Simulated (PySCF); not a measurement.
**Atomic charges by several schemes**

C₇H₁₀ClNSi.
Structure used (GFN2-xTB), in Å, numbered top down from 1:
```xyz
20
C7H10ClNSi angstrom
C      0.0097    2.7040   -1.5483
N     -0.3965    1.5399   -1.7280
Si    -0.0378    0.0115   -1.0074
Cl     0.5862   -1.1229   -2.5758
C      1.2689   -0.0406    0.3024
C      2.1159   -0.0582    1.1602
C      3.1313   -0.0915    2.1865
C     -1.6558   -0.6600   -0.2989
C     -2.7955    0.0140   -0.3599
C     -1.5755   -2.0138    0.3372
H      0.7600    2.9953   -0.8080
H     -0.3957    3.5058   -2.1607
H      2.8285   -0.7657    2.9875
H      4.0722   -0.4426    1.7637
H      3.2780    0.9063    2.5997
H     -3.7165   -0.3853    0.0390
H     -2.8552    0.9881   -0.8148
H     -2.5470   -2.3348    0.7078
H     -0.8680   -1.9946    1.1655
H     -1.2122   -2.7441   -0.3846
```

Density: PBE0/pcSseg-1 (PySCF); schemes: Mulliken, IAO, Hirshfeld and ESP-fitted. Geometry: GFN2-xTB, one conformer, isolated molecule.

Problem. What partial charge does each atom carry?

Solution. In e; atoms taken as equivalent share a row and are averaged (×n: the atom named and its like, n in all):

```
       atom                      environment  Mulliken     IAO  Hirshfeld  ESP-fitted
         C1                       C=N carbon    +0.072  -0.058     +0.041      +0.429
         N2                     C=N nitrogen    -0.555  -0.521     -0.225      -0.581
        Si3           chlorine-bound silicon    +1.119  +1.159     +0.403      +0.504
        Cl4           silicon-bound chlorine    -0.313  -0.308     -0.126      -0.161
         C5                    alkyne carbon    -0.425  -0.414     -0.192      -0.423
         C6                    alkyne carbon    -0.156  +0.020     -0.015      +0.253
         C7               propargylic carbon    -0.160  -0.441     -0.091      -0.550
         C8  fully substituted alkene carbon    -0.613  -0.259     -0.085      +0.069
         C9             terminal =CH2 carbon    -0.073  -0.292     -0.095      -0.407
        C10                   allylic carbon    -0.184  -0.420     -0.122      -0.381
        H11         hydrogen on a C=N carbon    +0.101  +0.114     +0.046      -0.010
        H12         hydrogen on a C=N carbon    +0.118  +0.144     +0.054      -0.010
H13/H14/H15                  methyl hydrogen    +0.156  +0.178     +0.066      +0.189
        H16                 vinylic hydrogen    +0.106  +0.142     +0.046      +0.176
        H17                 vinylic hydrogen    +0.115  +0.152     +0.037      +0.163
H18/H19/H20                  methyl hydrogen    +0.126  +0.149     +0.042      +0.120
```

Mean size of the charges over all atoms: IAO 0.271 e, ESP-fitted 0.252 e, Mulliken 0.248 e, Hirshfeld 0.095 e. Each set sums to the total charge, 0, to within 0.001 e. The Mulliken scheme gives each basis function's population to the atom it is centred on and halves the overlap population of two atoms between them.

Lowest charge. The schemes don't all agree: Mulliken C8 (-0.613); IAO N2 (-0.521); Hirshfeld N2 (-0.225); ESP-fitted N2 (-0.581).

Highest charge. All schemes agree: Mulliken Si3 (+1.119); IAO Si3 (+1.159); Hirshfeld Si3 (+0.403); ESP-fitted Si3 (+0.504).

Problem. How many electrons does the ESP-fitted scheme count on C9?

Solution. Z − q = 6 − (-0.407) = 6.407.

Problem. Sum the charges by element, for elements with more than one atom.

Solution. 
```tsv
element	atoms	Mulliken	IAO	Hirshfeld	ESP-fitted
C	7	-1.539	-1.865	-0.558	-1.010
H	10	+1.288	+1.535	+0.505	+1.247
```

Problem. How closely do the schemes follow one another over all atoms?

Solution. Correlation coefficient and root-mean-square difference: IAO with Hirshfeld 0.98, 0.239 e; Mulliken with Hirshfeld 0.95, 0.233 e; Mulliken with IAO 0.93, 0.135 e; Hirshfeld with ESP-fitted 0.82, 0.214 e; IAO with ESP-fitted 0.81, 0.215 e; Mulliken with ESP-fitted 0.66, 0.274 e.
